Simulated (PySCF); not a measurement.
## CuH2: one-bond stretch

Computed with UPBE0 in PySCF with Cu def2-TZVP, H def2-TZVP; no relativity; density-fitted integrals.

Rigid scan from the doublet minimum (Cu–H 1.521 Å (×2); H–Cu–H 120.5°). Coordinate: the bond from Cu to the last atom (H) scaled, the rest fixed. Energies in kJ/mol from the minimum.

(1) Predict the curve at 0.92, 0.96, 1.00, 1.05, 1.12, 1.20, 1.35, 1.55, 1.80, 2.20.

## Answers

(1) 
```
scale of one bond  E (kJ/mol)  dipole size (D)  ⟨S²⟩
             0.92         9.4             1.82  0.76
             0.96         2.1             1.85  0.76
             1.00         0.0             1.87  0.76
             1.05         2.7             1.89  0.76
             1.12        13.0             1.92  0.76
             1.20        29.9             1.93  0.77
             1.35        64.8             1.91  0.78
             1.55        99.8                –  0.78
             1.80       118.9                –  0.76
             2.20       125.7                –  0.75
```

Open d and f shells are described by one determinant, and the ground state may have another occupation or spin.

Other isomers or separated fragments may lie lower.

The scan took 7.1 s on 2 threads of a shared Arm Neoverse V2 host; the process peaked at 0.59 GiB.
